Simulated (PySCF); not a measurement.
An excited-state job on `CC(=O)Oc1ccccc1`.

Method: TDDFT wB97X-D/def2-SVPD, vertical, gas phase, core orbitals frozen in the response (PySCF 2.14.0, density-fitted response routines). Geometry: PBE0-D3(BJ)/def2-SVP. The input is one job of a driver script: a line of settings, then coordinates in Å.

Input:
```
{"job": {"kind": "uv", "xc": "wB97X-D", "basis": "def2-SVPD", "ip": true}, "charge": 0, "multiplicity": 1}
C      3.244465     0.396532     0.491259
C      1.914931    -0.137275     0.051326
O      1.735439    -1.147323    -0.565342
O      0.922455     0.685984     0.472884
C     -0.407463     0.409117     0.233679
C     -0.960589    -0.861449     0.389302
C     -2.329456    -1.027823     0.188572
C     -3.138086     0.053048    -0.159628
C     -2.570480     1.317729    -0.307730
C     -1.203866     1.498503    -0.113107
H      3.370011     0.196600     1.566827
H      4.041778    -0.110647    -0.063402
H      3.296437     1.484048     0.349684
H     -0.329228    -1.708893     0.651402
H     -2.767228    -2.021896     0.307347
H     -4.209632    -0.090439    -0.315028
H     -3.194473     2.172727    -0.578419
H     -0.735668     2.478708    -0.220709
```

Question: What does the run print?

Answer: 
```
coarse grid: 15824 points
cycle   1  E = -459.3983885605  dE =  2.104e+00  |g| = 9.154e-01  |ddm| = 1.406e+01
cycle   2  E = -459.2834025717  dE =  1.150e-01  |g| = 1.272e+00  |ddm| = 3.716e+00
cycle   3  E = -459.5693061253  dE = -2.859e-01  |g| = 1.525e-01  |ddm| = 2.017e+00
cycle   4  E = -459.5729780476  dE = -3.672e-03  |g| = 6.975e-02  |ddm| = 3.454e-01
cycle   5  E = -459.5738552601  dE = -8.772e-04  |g| = 1.417e-02  |ddm| = 1.509e-01
cycle   6  E = -459.5739011900  dE = -4.593e-05  |g| = 4.309e-03  |ddm| = 8.643e-02
cycle   7  E = -459.5739064412  dE = -5.251e-06  |g| = 1.214e-03  |ddm| = 2.133e-02
final grid: 155056 points
cycle   8  E = -459.6551238583  dE = -1.060e-04  |g| = 4.523e-03  |ddm| = 2.531e-01
cycle   9  E = -459.6551252110  dE = -1.353e-06  |g| = 4.406e-03  |ddm| = 3.714e-02
cycle  10  E = -459.6551289965  dE = -3.786e-06  |g| = 1.041e-03  |ddm| = 8.935e-03
cycle  11  E = -459.6551291815  dE = -1.850e-07  |g| = 4.864e-04  |ddm| = 4.010e-03
cycle  12  E = -459.6551292319  dE = -5.033e-08  |g| = 1.050e-04  |ddm| = 1.448e-03
cycle  13  E = -459.6551292345  dE = -2.630e-09  |g| = 3.285e-05  |ddm| = 3.996e-04
cycle  14  E = -459.6551292349  dE = -4.558e-10  |g| = 8.969e-06  |ddm| = 2.001e-04
converged SCF energy = -459.6551292349

Static polarisability (au): isotropic 98.957, principal 65.455 101.001 130.414

Singlet excitations
state   eV       nm        f      main configurations
  1   5.3892    230.1   0.00216   H->L+1 0.59, H-1->L 0.35
  2   5.8092    213.4   0.00568   H-2->L 0.51, H-2->L+2 0.31
  3   5.9499    208.4   0.10651   H->L 0.78, H-1->L+1 0.19
  4   6.7358    184.1   0.37906   H-1->L+1 0.55, H->L+2 0.17, H->L 0.14
  5   6.9540    178.3   0.48103   H-1->L 0.51, H->L+1 0.33
  6   7.3034    169.8   0.19816   H->L+2 0.66, H-1->L+1 0.14, H->L+4 0.09
  7   7.4082    167.4   0.07427   H->L+3 0.54, H->L+4 0.29
  8   7.6382    162.3   0.00351   H-1->L+2 0.20, H-2->L+1 0.17, H-3->L 0.16
  9   7.6745    161.6   0.00876   H-1->L+4 0.35, H-1->L+3 0.25, H-2->L+1 0.12
 10   7.6971    161.1   0.02760   H-2->L+1 0.30, H-3->L 0.17, H-3->L+1 0.14

Triplet excitations (Tamm-Dancoff, eV): 4.1485 4.7388 4.8195 5.2197
Vertical ionisation energy (delta-SCF) = 8.9452 eV
```

The SCF starts on a coarse grid where the log names one; the energy can jump when the final grid takes over, and dE then counts from the start density on the new grid. H and L stand for HOMO and LUMO; the number after each pair is its weight.

Question: Which computed singlet has the largest oscillator strength, and what do all of them sum to?

Answer: State 5 at 6.95 eV (178 nm), f = 0.481; the 10 states sum to 1.287.

Main results: HOMO -8.87 eV, LUMO 1.17 eV; lowest singlet 5.39 eV; lowest triplet 4.15 eV (Tamm–Dancoff); mean polarisability 99.0 au.

Question: How long does this job take on one thread, Arm Neoverse V1, on a shared host?

Answer: About 3.8 min.

One conformer stands for the species.
Labels such as C1 count atoms from 1, the log's own numbers from 0.

wB97X-D is run here without its empirical dispersion term; that term would change no orbital, density or response property at a fixed geometry.
